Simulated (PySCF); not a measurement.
C2H3O, doublet, at a GFN2-xTB geometry; PySCF with SVWN5/def2-SV(P).

PySCF was given this input:
```python
from pyscf import gto, scf, dft

mol = gto.Mole()
mol.atom = '''
    C     0.01087352    0.76232142   -0.35451736
    O     0.03604346    0.06301074    0.80368470
    C     0.04678985   -0.68289431   -0.41305190
    H    -0.76746590    1.46394712   -0.59035908
    H    -0.84981573   -1.26718433   -0.59441867
    H     0.98295372   -1.17741137   -0.63928419
'''
mol.basis = 'def2-sv(p)'
mol.spin = 1
mol.verbose = 4
mol.build()

mf = dft.UKS(mol)
mf.xc = 'lda,vwn'
mf.grids.atom_grid = (50, 194)
mf.kernel()
mf.analyze()
```

Question: Write the output that PySCF gives for this input, abridged.

Answer: 
```
PySCF version 2.14.0

[INPUT] verbose = 4
[INPUT] num. atoms = 6
[INPUT] num. electrons = 23
[INPUT] charge = 0
[INPUT] spin (= nelec alpha-beta = 2S) = 1
[INPUT] symmetry False subgroup None
[INPUT] Mole.unit = angstrom
[INPUT] Symbol           X                Y                Z      unit          X                Y                Z       unit  Magmom
[INPUT]  1 C      0.010873520000   0.762321420000  -0.354517360000 AA    0.020547974810   1.440578702690  -0.669940716804 Bohr   0.0
[INPUT]  2 O      0.036043460000   0.063010740000   0.803684700000 AA    0.068112267982   0.119073041506   1.518743973503 Bohr   0.0
[INPUT]  3 C      0.046789850000  -0.682894310000  -0.413051900000 AA    0.088420001909  -1.290483217924  -0.780554966231 Bohr   0.0
[INPUT]  4 H     -0.767465900000   1.463947120000  -0.590359080000 AA   -1.450300360943   2.766459117646  -1.115616976350 Bohr   0.0
[INPUT]  5 H     -0.849815730000  -1.267184330000  -0.594418670000 AA   -1.605918986047  -2.394631333040  -1.123288489628 Bohr   0.0
[INPUT]  6 H      0.982953720000  -1.177411370000  -0.639284190000 AA    1.857513323922  -2.224985025249  -1.208072034864 Bohr   0.0

nuclear repulsion = 69.4290793647544
number of shells = 24
number of NR pGTOs = 84
number of NR cGTOs = 48
basis = def2-sv(p)
ecp = {}

******** <class 'pyscf.dft.uks.UKS'> ********
method = UKS
initial guess = minao
damping factor = 0
level_shift factor = 0
DIIS = <class 'pyscf.scf.diis.CDIIS'>
diis_start_cycle = 1
diis_space = 8
diis_damp = 0
SCF conv_tol = 1e-09
SCF conv_tol_grad = None
SCF max_cycles = 50
direct_scf = True
direct_scf_tol = 1e-13
number electrons alpha = 12  beta = 11
XC library pyscf.dft.libxc version 7.1.2
    S. Lehtola, C. Steigemann, M. J. T. Oliveira, and M. A. L. Marques,  SoftwareX 7, 1–5 (2018)
XC functionals = lda,vwn
    P. A. M. Dirac,  Math. Proc. Cambridge Philos. Soc. 26, 376 (1930)
    F. Bloch,  Z. Phys. 57, 545 (1929)
    S. H. Vosko, L. Wilk, and M. Nusair,  Can. J. Phys. 58, 1200 (1980)
radial grids:
    Treutler-Ahlrichs [JCP 102, 346 (1995); DOI:10.1063/1.469408] (M4) radial grids

becke partition: Becke, JCP 88, 2547 (1988); DOI:10.1063/1.454033
pruning grids: <function nwchem_prune>
grids dens level: 3
symmetrized grids: False
atomic radii adjust function: <function treutler_atomic_radii_adjust>
User specified grid scheme (50, 194)
small_rho_cutoff = 0
Set gradient conv threshold to 3.16228e-05
tot grids = 39472
init E= -152.096411504054

cycle= 1 E= -151.676432996754  delta_E= 0.42  |g|= 0.351  |ddm|= 1.82
cycle= 2 E= -151.371217120441  delta_E= 0.305  |g|= 0.923  |ddm|= 1.11
cycle= 3 E= -151.72147895457  delta_E= -0.35  |g|= 0.109  |ddm|= 0.847
cycle= 4 E= -151.727071833935  delta_E= -0.00559  |g|= 0.0315  |ddm|= 0.136
cycle= 5 E= -151.727562633043  delta_E= -0.000491  |g|= 0.00652  |ddm|= 0.0417
cycle= 6 E= -151.727578868554  delta_E= -1.62e-05  |g|= 0.00259  |ddm|= 0.00853
cycle= 7 E= -151.727582195228  delta_E= -3.33e-06  |g|= 0.000557  |ddm|= 0.00308
cycle= 8 E= -151.727582361834  delta_E= -1.67e-07  |g|= 0.000124  |ddm|= 0.000716
cycle= 9 E= -151.727582370005  delta_E= -8.17e-09  |g|= 3.2e-05  |ddm|= 0.000224
cycle= 10 E= -151.727582370557  delta_E= -5.52e-10  |g|= 4.47e-06  |ddm|= 5.69e-05
Extra cycle  E= -151.727582370566  delta_E= -8.53e-12  |g|= 3.08e-06  |ddm|= 1.31e-05
converged SCF energy = -151.727582370566  <S^2> = 0.75165971  2S+1 = 2.001659
**** SCF Summaries ****
Total Energy =                        -151.727582370565756
Nuclear Repulsion Energy =              69.429079364754401
One-electron Energy =                 -344.293914186186726
Two-electron Energy =                  123.137252450866583
Two-electron Coulomb Energy =          142.339760163828998
DFT Exchange-Correlation Energy =      -19.202507712962422
**** MO energy ****
                             alpha | beta                alpha | beta
MO #1   energy= -18.6557901183863  | -18.6497545277456  occ= 1 | 1
MO #2   energy= -9.84126984518999  | -9.83869588322287  occ= 1 | 1
MO #3   energy= -9.83845809835409  | -9.82768225893936  occ= 1 | 1
MO #4   energy= -1.02657523340925  | -1.0164690894336   occ= 1 | 1
MO #5   energy= -0.60295525036554  | -0.597500839589368 occ= 1 | 1
MO #6   energy= -0.561869481128519 | -0.545267531623979 occ= 1 | 1
MO #7   energy= -0.472879035998314 | -0.46258172576456  occ= 1 | 1
MO #8   energy= -0.444926041657209 | -0.433819893545305 occ= 1 | 1
MO #9   energy= -0.386622070652752 | -0.37732495777363  occ= 1 | 1
MO #10  energy= -0.302943102092845 | -0.290780009531862 occ= 1 | 1
MO #11  energy= -0.288793697534538 | -0.272693162199122 occ= 1 | 1
MO #12  energy= -0.163253775688359 | -0.106066901594276 occ= 1 | 0
MO #13  energy= 0.0448481091498172 | 0.0521410949262524 occ= 0 | 0
MO #14  energy= 0.0600430949259474 | 0.0625641055357433 occ= 0 | 0
MO #15  energy= 0.0799493633464192 | 0.0855881894216188 occ= 0 | 0
MO #16  energy= 0.0923190881902145 | 0.10619359771683   occ= 0 | 0
MO #17  energy= 0.115458423578607  | 0.119299363497269  occ= 0 | 0
MO #18  energy= 0.259896035999084  | 0.272368543374231  occ= 0 | 0
MO #19  energy= 0.338614631632908  | 0.347249572987709  occ= 0 | 0
MO #20  energy= 0.385524848194409  | 0.400068866004288  occ= 0 | 0

To work with the spin densities directly, `use mulliken_meta_spin()` only printing them here.

 ** Mulliken spin pop alpha/beta on meta-lowdin orthogonal AOs **
 ** Mulliken Spin Density (per AO)  **
spin_pop of  0 C 1s       -0.00001
spin_pop of  0 C 2s        0.11405
spin_pop of  0 C 3s        0.00347
spin_pop of  0 C 2px       0.53601
spin_pop of  0 C 2py       0.11501
spin_pop of  0 C 2pz       0.02559
spin_pop of  0 C 3px       0.00296
spin_pop of  0 C 3py       0.00213
spin_pop of  0 C 3pz       0.00046
spin_pop of  0 C 3dxy     -0.00038
spin_pop of  0 C 3dyz     -0.00010
spin_pop of  0 C 3dz^2     0.00001
spin_pop of  0 C 3dxz     -0.00001
spin_pop of  0 C 3dx2-y2   -0.00025
spin_pop of  1 O 1s       -0.00000
spin_pop of  1 O 2s        0.00291
spin_pop of  1 O 3s       -0.00000
spin_pop of  1 O 2px       0.19585
spin_pop of  1 O 2py       0.00417
spin_pop of  1 O 2pz      -0.00291
spin_pop of  1 O 3px       0.00094
spin_pop of  1 O 3py       0.00022
spin_pop of  1 O 3pz       0.00003
spin_pop of  1 O 3dxy      0.00007
spin_pop of  1 O 3dyz     -0.00002
spin_pop of  1 O 3dz^2     0.00003
spin_pop of  1 O 3dxz     -0.00006
spin_pop of  1 O 3dx2-y2   -0.00001
spin_pop of  2 C 1s       -0.00000
spin_pop of  2 C 2s       -0.00308
spin_pop of  2 C 3s        0.00034
spin_pop of  2 C 2px      -0.00013
spin_pop of  2 C 2py      -0.01169
spin_pop of  2 C 2pz      -0.00114
spin_pop of  2 C 3px      -0.00013
spin_pop of  2 C 3py       0.00028
spin_pop of  2 C 3pz       0.00022
spin_pop of  2 C 3dxy      0.00007
spin_pop of  2 C 3dyz      0.00003
spin_pop of  2 C 3dz^2    -0.00000
spin_pop of  2 C 3dxz      0.00030
spin_pop of  2 C 3dx2-y2   -0.00003
spin_pop of  3 H 1s        0.01019
spin_pop of  3 H 2s        0.00043
spin_pop of  4 H 1s        0.00255
spin_pop of  4 H 2s        0.00010
spin_pop of  5 H 1s        0.00153
spin_pop of  5 H 2s        0.00003
 ** Mulliken Spin Density (per atom)  **
spin density of  0 C =      0.79894
spin density of  1 O =      0.20121
spin density of  2 C =     -0.01497
spin density of  3 H =      0.01062
spin density of  4 H =      0.00265
spin density of  5 H =      0.00156
 ** Mulliken pop alpha/beta on meta-lowdin orthogonal AOs **
 ** Mulliken pop       alpha | beta **
In total            12.00000 | 11.00000
 ** Mulliken atomic charges   ( Nelec_alpha | Nelec_beta ) **
charge of  0C =     -0.04210  (     3.42052      2.62158 )
charge of  1O =     -0.26560  (     4.23340      4.03219 )
charge of  2C =     -0.03938  (     3.01220      3.02718 )
charge of  3H =      0.12130  (     0.44466      0.43404 )
charge of  4H =      0.10888  (     0.44689      0.44423 )
charge of  5H =      0.11690  (     0.44233      0.44077 )
Dipole moment(X, Y, Z, Debye): -0.72768, -0.64079, -1.15305
```
